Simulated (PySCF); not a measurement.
# Electron correlation in Ir⁶⁴⁺ (iridium, charge +64)

[Ne] 3s2 3p1, 2P determinant. All numbers are calculated (PySCF 2.14, scalar relativity by spin-free X2C-1e, in an uncontracted even-tempered set (17 s from 18 bohr⁻², ratio 2.5; 12 p from 23 bohr⁻², ratio 2.5; 4 d from 89 bohr⁻², ratio 2.7; 4 f from 130 bohr⁻², ratio 2.7)). Frozen: 1s2; 11 electrons correlated; the 20 highest virtual orbitals of each spin left out.

| level | correlation energy (mhartree) |
| --- | --- |
| CCSD | -523.64 |
| (T) | -0.37 |
| CCSD(T) | -524.01 |

Diagnostics: T1 = 0.00025, D1 = 0.0011, largest double amplitude 0.029.

Task: Is a single reference adequate?

Result: Yes, within this model without spin-orbit coupling: T1 lies below 0.03 and no double amplitude reaches 0.07.

At this charge the one-electron X2C treatment keeps the bare 1/r₁₂, with no two-electron picture change or Breit term. The effect here is smaller than on the frozen 1s shell; and a scalar Hamiltonian misses the large spin-orbit splitting of the p shells, which matters for ns² → np² pairs.
